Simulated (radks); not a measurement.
Results of a calculation; reference values are marked as such.
Problem. These are the eigenvalues of the occupied orbitals of an atom or ion with whole-number occupations (hartree). Level of theory: scalar-relativistic Kohn-Sham, BLYP, spin-unpolarised, spherical densities, finite nucleus; Fermi nuclear charge, rms radius of each element as measured or else 0.836 A^(1/3) + 0.57 fm (a radial shooting solver on a logarithmic mesh with Libxc functionals).

| orbital | eigenvalue |
|---|---|
| 1s | -932.4403 |
| 2s | -138.5346 |
| 2p | -124.4279 |
| 3s | -26.56979 |
| 3p | -21.93707 |
| 3d | -14.62754 |
| 4s | -4.90814 |
| 4p | -3.55273 |
| 4d | -1.60281 |

Which element is it, and in what charge state? The configuration may be excited.

Solution. Z = 47, silver, charge +3: Ag3+ in [Kr] 4d8. The list shows which subshells hold electrons but not how many an open one holds; the 1s level, -932.44 hartree, gives Z - s = 43.2 by -(Z - s)^2/2, which with screening and relativity narrows Z to a few neighbours, and the depths of the outer levels then fix element, charge and occupations together.
